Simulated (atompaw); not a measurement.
# Before and after: PAW (atompaw) potential for Ga

| Property | Result |
| --- | --- |
| Element | Ga |
| Generator | atompaw 4.2.0.5 |
| Type | PAW |
| Functional | PBEsol |
| Relativity | scalar-relativistic |
| Frozen core | [Ar] |
| Valence charge | 13 |
| Reference configuration | 3d10 4s2 4p1 |
| Partial waves | 4s (bound): rc 1.60 bohr; 4s channel at 1.25 Ry: rc 1.60 bohr; 4p (bound): rc 2.70 bohr; 4p channel at 0.95 Ry: rc 2.70 bohr; 3d (bound): rc 1.30 bohr; 3d channel at 0.7 Ry: rc 1.30 bohr |
| Local potential | bessel scheme, radius 2.25 bohr |
| Core correction | smooth core density matched at 2.50 bohr |
| Augmentation charge | besselshape compensation charge, radius 2.55 bohr; PAW radius 2.70 bohr; waves and projectors: custom polynom vanderbiltortho |

Change: augmentation besselshape compensation charge, radius 2.55 bohr; PAW radius 2.70 bohr; waves and projectors: custom rrkj gramschmidtortho.

Cutoffs: the cutoffs (Ry, on a coarse ladder) from which the occupation-weighted sum of valence levels, in a spherical-Bessel basis at the reference potential, stays within 10 and 1 mRy of its value at 400 Ry; they do not see the model core or the augmentation charge, which bear on the density cutoff.

**Question.** What does the change do?

**Answer.** The potential gets softer (90 Ry and 160 Ry → 80 Ry and 140 Ry); neither file shows a bound ghost.

```tsv
quantity	base	changed
cutoff, loose	90 Ry	80 Ry
cutoff, tight	160 Ry	140 Ry
loose cutoff by channel (10 mRy a level)	s 15 Ry, p 6 Ry, d 50 Ry	s 12 Ry, p 6 Ry, d 55 Ry
bound ghosts	none	none
s: phases at 2.71 bohr within 0.05 rad from the reference energy up to (Ry; the scan ends near 5)	to the end of the scan	to the end of the scan
p: phases at 2.71 bohr within 0.05 rad from the reference energy up to (Ry; the scan ends near 5)	3.8	3.5
d: phases at 2.71 bohr within 0.05 rad from the reference energy up to (Ry; the scan ends near 5)	4.9	to the end of the scan
lowest overlap eigenvalue by channel	s 0.22, p 0.74, d 1.00	s 0.47, p 0.76, d 0.52
```

 The cutoffs see the waves, projectors and local potential, not the compensation charge or the core.
